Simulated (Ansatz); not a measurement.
`F[Si](F)(F)[GeH3]` + H₂ → `F[SiH](F)[GeH3]` + H–F  (hydrogenolysis of the Si–F bond)

Gas-phase electronic energies from Ansatz, PBE0-D4/def2-TZVP geometries. CCSD(T)/CBS is the MP2 limit (def2-TZVPP, def2-QZVPP) plus CCSD(T) − MP2 in def2-TZVPP, frozen cores. This one scheme is used for every species. DFT in def2-TZVPP. B3LYP here is the variant with VWN-RPA as its local correlation; programs differ in this. HSE06 is defined as in plane-wave codes. For Ge outer-core shells are correlated without core-valence functions, which leaves a few kJ/mol of doubt a bond. Scalar relativity is left out up to krypton.

```
         level  ΔE (kJ/mol)  difference from CCSD(T)/CBS
       BLYP-D4        142.9                          3.0
     r2SCAN-D4        148.9                          9.0
        B97M-V        148.8                          8.9
      B3LYP-D4        142.1                          2.2
    r2SCANh-D4        147.3                          7.4
    r2SCAN0-D4        145.1                          5.2
  CAM-B3LYP-D4        144.5                          4.6
       ωB97X-V        141.1                          1.2
      PBE-QIDH        137.6                         -2.3
          BLYP        138.6                         -1.3
          PBE0        132.1                         -7.8
       r2SCANh        146.8                          6.9
         HSE06        131.9                         -8.0
         BHLYP        141.2                          1.3
 CCSD/def2-SVP        124.6                        -15.3
CCSD/CBS(def2)        138.5                         -1.4
   CCSD(T)/CBS        139.9                            0
```

Largest T1 diagnostic among the species: 0.012.

Leaving LDA and LC-ωPBE aside and taking each functional with its dispersion term where it has one, the values, not all of them listed here, spread over 15.5 kJ/mol, from HSE06-D4 to r2SCAN-D4. LDA lies +5.2 kJ/mol from PBE without D4. From r2SCAN to r2SCAN0 (25 % exact exchange), in def2-TZVPP and without D4, ΔE moves by −3.9 kJ/mol. The D4 term adds +3.2 kJ/mol with B3LYP and +1.7 kJ/mol with PBE0; it sums over pairs of atoms, weighted by their polarisabilities, and B3LYP, whose exchange is more repulsive, gets the larger term.
